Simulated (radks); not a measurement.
Results of a calculation; reference values are marked as such.
Sn, configuration [Kr] 4d10 5s2 5p2 (the NIST ground configuration).

Level of theory: Dirac Kohn-Sham, PBE, spin-unpolarised, spherical densities, point nucleus; open shells fill j = l - 1/2 first (a radial shooting solver on a logarithmic mesh with Libxc functionals).

Energy parts (eV):
part                       energy
total                 -168139.787
kinetic                177053.177
electron-nucleus      -408173.192
Hartree                 67476.508
exchange-correlation    -4496.281

Orbitals (lengths in bohr, moments of r in powers of bohr; r(max) is where P^2 peaks; r(90%) holds 90 % of the orbital's charge):
orbital  occ.  eigenvalue (eV)   r(max)      <r^4>  r(90%)     <r^2>
1s1/2       2        -28994.80  0.01877  3.406e-06  0.0522  0.001143
2s1/2       2        -4375.566   0.1062  0.0005913   0.194   0.01851
2p1/2       2        -4086.980  0.08180  0.0003812   0.173   0.01376
2p3/2       4        -3856.343  0.08632  0.0004481   0.181   0.01507
3s1/2       2        -844.1409   0.3077    0.02646   0.499    0.1316
3p1/2       2        -726.9466   0.2941    0.02568   0.497    0.1265
3p3/2       4        -684.8311   0.3044    0.02915   0.512    0.1350
3d3/2       4        -477.7878   0.2494    0.02492   0.493    0.1160
3d5/2       6        -469.0951   0.2523    0.02594   0.498    0.1186
4s1/2       2        -133.4857   0.7459     0.8579    1.19    0.7586
4p1/2       2         -94.5354   0.7720      1.140    1.27    0.8568
4p3/2       4         -86.9674   0.7966      1.308    1.32    0.9168
4d3/2       4         -26.1127   0.8816      3.759    1.70     1.418
4d5/2       6         -25.0722   0.8912      3.990    1.72     1.458
5s1/2       2         -10.3213    2.018      71.20    3.58     6.619
5p1/2       2          -3.8307    2.493      254.2    4.90     11.81
5p3/2       0          -3.3956    2.610      312.9    5.17     13.07

The highest occupied level is 5p1/2 at -3.831 eV. The density falls to 0.001 e/bohr^3 at r = 4.69 bohr. For comparison, the ionisation energy in NIST's Atomic Spectra Database is 7.344 eV (measured). In exact Kohn-Sham theory the highest level is minus the ionisation energy, but local and semilocal functionals leave it too shallow, through self-interaction and a potential that decays too fast; potentials with the right tail come closer.

Beside tabulated values, note that spin-unpolarised runs miss the spin-polarisation part of the exchange energy of open shells.
